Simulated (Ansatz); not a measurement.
One elementary step

Start structure (BNH5O2F, singlet), relaxed at PBE0-D4/def2-TZVP:

```json
{"atom": "B1", "x (Å)": "-0.3766", "y (Å)": "0.2618", "z (Å)": "-0.5447"}
{"atom": "N2", "x (Å)": "0.9545", "y (Å)": "-0.2269", "z (Å)": "-0.2374"}
{"atom": "O3", "x (Å)": "-0.9305", "y (Å)": "-0.0995", "z (Å)": "-1.7340"}
{"atom": "O4", "x (Å)": "-1.0839", "y (Å)": "1.0200", "z (Å)": "0.3407"}
{"atom": "H5", "x (Å)": "0.6449", "y (Å)": "-0.8822", "z (Å)": "1.3089"}
{"atom": "F6", "x (Å)": "0.3792", "y (Å)": "-0.8894", "z (Å)": "2.2280"}
{"atom": "H7", "x (Å)": "1.6048", "y (Å)": "0.4378", "z (Å)": "0.1575"}
{"atom": "H8", "x (Å)": "1.4006", "y (Å)": "-0.7667", "z (Å)": "-0.9642"}
{"atom": "H9", "x (Å)": "-1.8534", "y (Å)": "0.1599", "z (Å)": "-1.7930"}
{"atom": "H10", "x (Å)": "-0.7397", "y (Å)": "0.9854", "z (Å)": "1.2382"}
```

The step: BNH₄O₂ ([NH2][B]([OH])[OH]) + HF → BH₂O₂F ([OH][B]([OH])[F]) + NH₃ (still joined by a long B–N bond); bonds formed: B1–F6, N2–H5; bonds broken: H5–F6; bonds weakened to dative contacts: B1–N2. Ansatz 0.2.0; basis: def2-TZVPP and def2-QZVPP; cores frozen in the correlated methods. Extrapolation: Hartree–Fock as exp(−7.88 √X), correlation as X^−2.97. Energies below are by CCSD(T) at an estimated basis limit (MP2 extrapolated from triple and quadruple zeta, plus CCSD(T) − MP2 in triple zeta).

Question: What are the electronic barrier and the energy of the step, from the start structure to the end structure? (Judge from chemistry; the value comes from the calculation.)

Answer: The calculation gives: Barrier 0.917 eV; step energy -0.491 eV (downhill); reverse barrier, their difference, 1.408 eV. Barrier and step energy count from the start structure, the reverse barrier from the end structure.

The saddle point: One imaginary mode of 919i cm⁻¹.
```tsv
pair	start (Å)	saddle (Å)	end (Å)
B1–F6	3.10	1.93	1.40
N2–H5	1.71	1.21	1.01
B1–N2	1.45	1.54	1.70
H5–F6	0.96	1.22	2.57
```

Zero-point energy (harmonic, PBE0-D4): ZPE is 2.031 eV at the start and 1.941 eV at the saddle, so the barrier goes from 0.917 to 0.827 eV.

No T1 diagnostic of these runs exceeds 0.013.

Steps of this kind, hydrogen fluoride cutting a network bond, underlie vapour etching and the fluorination step of atomic layer etching.

Labels in which every atom is bracketed show which atoms are joined, not bond orders.

For scale, one of the runs: CCSD(T)/def2-TZVPP, 225 basis functions, launched by `ansatz run in.yaml --threads 4 --pin off --events-out ev --progress --plain --max-ram 9574MiB`. The run took 120 s on 4 CPU threads of an Arm Neoverse V1 (shared host), with 4.1 GiB of host memory at its peak.
